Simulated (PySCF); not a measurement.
Zr(Cl)3(OH) (Cl₃HOZr), SMILES [OH][Zr]([Cl])([Cl])[Cl], multiplicity 1. Geometry: PBE0-D3(BJ)/def2-SVP. The spin state was assumed, not searched. The isomer is the one that the SMILES or the coordinates give; other isomers of the formula were not compared. The def2 effective core potentials stand for the cores of Zr; spin–orbit coupling is left out. One conformer was computed; it need not be the lowest.

Computed with PBE0-D3(BJ)/def2-SVP (PySCF 2.14.0).

Harmonic wavenumbers (cm⁻¹): 95, 95, 109, 145, 145, 328, 328, 381, 423, 423, 778, 3996. Rotational constants (GHz): 1.343, 1.343, 0.9691; symmetry number 3.

**Question.** Work out the zero-point energy and the ideal-gas rigid-rotor harmonic-oscillator thermochemistry at 298.15 K and 1 atm.

**Answer.** ZPE = ½ Σ hcν = ½ × 7246 cm⁻¹ = 43.34 kJ/mol. H − E(el) = 67.10 kJ/mol. Entropy in J/(mol K): translation 175.70, rotation 114.71, vibration 89.67, total 380.08. G − E(el) = -46.22 kJ/mol. Cp = 108.32 J/(mol K). Modes under 150 cm⁻¹ make the vibrational entropy uncertain.
